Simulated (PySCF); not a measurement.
CH$_{2}$F, doublet, at a GFN2-xTB geometry; PySCF with MP2/def2-TZVP.

Input for PySCF:
```python
from pyscf import gto, scf, mp

mol = gto.M(
    atom='''
C     0.000523    0.460216    0.460789
F    -0.001164   -0.454655   -0.507354
H    -0.950817    0.654526    0.912573
H     0.958153    0.676078    0.888879
''',
    basis='def2-tzvp',
    charge=0,
    spin=1,
    verbose=4,
)

mf = scf.UHF(mol)
mf.kernel()

pt = mp.MP2(mf)
pt.kernel()
print('E(MP2) = %.10f' % pt.e_tot)
```

Output, abridged:

```
PySCF version 2.14.0

[INPUT] verbose = 4
[INPUT] num. atoms = 4
[INPUT] num. electrons = 17
[INPUT] charge = 0
[INPUT] spin (= nelec alpha-beta = 2S) = 1
[INPUT] symmetry False subgroup None
[INPUT] Mole.unit = angstrom
[INPUT] Symbol           X                Y                Z      unit          X                Y                Z       unit  Magmom
[INPUT]  1 C      0.000523000000   0.460216000000   0.460789000000 AA    0.000988326763   0.869682198143   0.870765011212 Bohr   0.0
[INPUT]  2 F     -0.001164000000  -0.454655000000  -0.507354000000 AA   -0.002199641209  -0.859173431164  -0.958760108203 Bohr   0.0
[INPUT]  3 H     -0.950817000000   0.654526000000   0.912573000000 AA   -1.796783724581   1.236874881407   1.724513038673 Bohr   0.0
[INPUT]  4 H      0.958153000000   0.676078000000   0.888879000000 AA    1.810646755430   1.277602258844   1.679737867877 Bohr   0.0

nuclear repulsion = 32.3360510746147
number of shells = 30
number of NR pGTOs = 108
number of NR cGTOs = 74
basis = def2-tzvp
ecp = {}

******** <class 'pyscf.scf.uhf.UHF'> ********
method = UHF
initial guess = minao
damping factor = 0
level_shift factor = 0
DIIS = <class 'pyscf.scf.diis.CDIIS'>
diis_start_cycle = 1
diis_space = 8
diis_damp = 0
SCF conv_tol = 1e-09
SCF conv_tol_grad = None
SCF max_cycles = 50
direct_scf = True
direct_scf_tol = 1e-13
number electrons alpha = 9  beta = 8
Set gradient conv threshold to 3.16228e-05
init E= -138.456716388133

cycle= 1 E= -138.411895307085  delta_E= 0.0448  |g|= 0.334  |ddm|= 0.972
cycle= 2 E= -138.454816248249  delta_E= -0.0429  |g|= 0.188  |ddm|= 0.284
cycle= 3 E= -138.466167617953  delta_E= -0.0114  |g|= 0.0407  |ddm|= 0.0825
cycle= 4 E= -138.467419371301  delta_E= -0.00125  |g|= 0.0155  |ddm|= 0.0398
cycle= 5 E= -138.46772474071  delta_E= -0.000305  |g|= 0.00707  |ddm|= 0.0222
cycle= 6 E= -138.467821464557  delta_E= -9.67e-05  |g|= 0.00226  |ddm|= 0.0156
cycle= 7 E= -138.467830666177  delta_E= -9.2e-06  |g|= 0.000697  |ddm|= 0.00477
cycle= 8 E= -138.467831429898  delta_E= -7.64e-07  |g|= 0.000202  |ddm|= 0.00133
cycle= 9 E= -138.46783149151  delta_E= -6.16e-08  |g|= 6.66e-05  |ddm|= 0.000395
cycle= 10 E= -138.467831498241  delta_E= -6.73e-09  |g|= 2.45e-05  |ddm|= 0.00013
cycle= 11 E= -138.467831499243  delta_E= -1e-09  |g|= 8.22e-06  |ddm|= 5.02e-05
cycle= 12 E= -138.467831499353  delta_E= -1.1e-10  |g|= 2.73e-06  |ddm|= 1.7e-05
Extra cycle  E= -138.46783149936  delta_E= -7.22e-12  |g|= 1.56e-06  |ddm|= 2.7e-06
converged SCF energy = -138.46783149936  <S^2> = 0.76207324  2S+1 = 2.012037

******** <class 'pyscf.mp.ump2.UMP2'> ********
nocc = (np.int64(9), np.int64(8)), nmo = (74, 74)
E(UMP2) = -138.894448152899  E_corr = -0.426616653539033
E(SCS-UMP2) = -138.892616443215  E_corr = -0.424784943854909
E_corr(same-spin) = -0.100563508144535
E_corr(oppo-spin) = -0.326053145394498
E(MP2) = -138.8944481529
```
